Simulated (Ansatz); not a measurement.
Cu(NH3)(SH) (CuSNH₄), relaxed as a singlet with RKS r2SCAN-D4/def2-TZVP in Ansatz, starting from the GFN2-xTB geometry. Force threshold 0.02 eV/Å.

The relaxation made no stability test and no search for a lower SCF solution.

Start:

Cartesian coordinates in Å:
```
Cu 0.171 0.009 0.588
N -0.642 0.316 -1.126
H -1.278 1.104 -1.044
H -1.160 -0.509 -1.416
H 0.073 0.529 -1.817
S 0.999 -0.237 2.561
H 1.837 -1.212 2.253
```

Q: Estimate the energy that the relaxation releases and the steps that it takes.

A: 0.8 kcal/mol, in 6 steps; 15 s on 4 threads of Arm Neoverse N1 on a shared host. No frequencies were taken in this run, so the end may be a saddle point.

Q: Does the start keep its bonding?

A: By distances, no bond broke or formed. The bond that changes most is Cu1–S6, from 2.15 to 2.10 Å (atoms count from 1).

Q: Predict the relaxed structure.

A: 
```xyz
7

Cu    0.1657    0.0295    0.6484
N    -0.6310    0.3116   -1.1011
H    -1.2795    1.0950   -1.0830
H    -1.1500   -0.5043   -1.4158
H     0.0723    0.5171   -1.8064
S     0.9925   -0.2310    2.5656
H     1.8301   -1.2179    2.1922
```
Bond lengths: 1 × Cu–N 1.94 Å; 1 × Cu–S 2.10 Å; 3 × H–N 1.02 Å; 1 × H–S 1.35 Å.
